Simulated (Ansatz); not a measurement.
Geometry optimisation, RKS B3LYP/def2-SVP in Ansatz 0.2.0.

The input (input.yaml):

```yaml
crystal:
  periodic: [false, false, false]
  atoms:
    - { symbol: Ga, position_ang: [0.093706, -0.260169, -0.066079] }
    - { symbol: H, position_ang: [-0.074876, -0.266057, 1.50016] }
    - { symbol: H, position_ang: [1.41465, -0.130515, -0.878519] }
    - { symbol: O, position_ang: [-1.377757, -0.550472, -1.044038] }
    - { symbol: H, position_ang: [-2.198519, -0.628764, -0.542292] }
    - { symbol: F, position_ang: [-0.26343, 2.309874, 1.213714] }
    - { symbol: H, position_ang: [-0.228174, 1.568702, 1.772854] }
basis:
  gaussian: { orbitals: def2-SVP }
hamiltonian:
  xc: b3lyp
relax:
  f_tol: 0.03
  max_steps: 50
```

Command:

```bash
$ ansatz run input.yaml --threads 1 --pin off --max-ram 2048MiB --backend cpu --events-out ev --progress --plain --runs-dir out
```

Question: Where does it end, and by what steps?

Answer: The run converged. The force dipped under the threshold on the way, but the program's further checks kept it going. After 15 steps the energy has fallen by 0.097 eV; F6 moved furthest, 0.47 Å.

```
step  energy less start (eV)  largest force component (eV/Å)  accepted
   0                  0.0000                           0.245       yes
   1                 -0.0223                           0.944       yes
   2                 -0.0451                           0.945       yes
   3                 -0.0770                           0.399       yes
   4                 -0.0847                           0.129       yes
   5                 -0.0836                           0.113        no
   6                 -0.0869                           0.049       yes
   7                 -0.0920                           0.119       yes
   8                 -0.0936                           0.076       yes
   9                 -0.0808                           1.248        no
  10                 -0.0967                           0.015       yes
  11                 -0.0948                           0.458        no
  12                 -0.0970                           0.018       yes
  13                 -0.0964                           0.205        no
  14                 -0.0972                           0.038       yes
  15                 -0.0973                           0.002       yes
```

```xyz
7
Properties=species:S:1:pos:R:3
Ga 0.072 -0.195 0.033
H -0.050 -0.617 1.556
H 1.385 0.070 -0.767
O -1.397 -0.369 -0.994
H -2.193 -0.636 -0.520
F -0.208 1.990 0.868
H -0.244 1.799 1.780
```

Whether the end is a true minimum wasn't checked by a vibrational analysis.

The run took 52 s on 1 thread of Arm Neoverse V1, with other jobs on the host, peak memory 0.15 GiB.
